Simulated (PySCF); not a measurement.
**Electron correlation in B (boron, neutral)**

[He] 2s2 2p1, 2P determinant. All numbers are calculated (PySCF 2.14, no relativity, point nucleus, in dyall-av3z (15s9p3d2f, 71 functions)). Frozen: 1s2; 3 electrons correlated; the 13 highest virtual orbitals of each spin left out.

```csv
level,correlation energy (mhartree)
CCSD,-66.00
(T),-1.40
CCSD(T),-67.40
```

Diagnostics: T1 = 0.015, D1 = 0.0278, largest double amplitude 0.072.

Q: Is a single reference adequate?

A: Mostly. T1 lies below 0.03, but a double amplitude of this size points to a near-degeneracy that CCSD handles and MP2 describes poorly.
